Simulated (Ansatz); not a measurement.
Consider the substitution at a C–O bond: `CO[Si]Br` + `[OH][Ga]([OH])[OH]` → `C[O][Ga]([OH])[OH]` + `O[Si]Br`.

Computed with Ansatz on PBE0-D4/def2-TZVP structures; ΔE is electronic, products minus reactants. CCSD(T)/CBS is the MP2 limit (def2-TZVPP, def2-QZVPP) plus CCSD(T) − MP2 in def2-TZVPP, frozen cores. Functionals use def2-TZVPP. For Br, Ga outer-core shells are correlated without core-valence functions, which leaves a few kJ/mol of doubt a bond. Scalar relativity is left out up to krypton. Each species was taken in one conformer, which may not be the lowest.

| level | ΔE (kcal/mol) |
| --- | --- |
| PBE0 | 2.8 |
| CCSD/def2-TZVPP | 2.6 |
| MP2/def2-QZVPP | 3.5 |
| CCSD/CBS(def2) | 2.9 |

Question: What does CCSD(T)/CBS give? (An estimate is asked.)

Answer: The calculation gave: +3.1 kcal/mol. The listed levels differ from it by -0.3, -0.5, 0.4, -0.2 kcal/mol.

Largest T1 diagnostic among the species: 0.014.
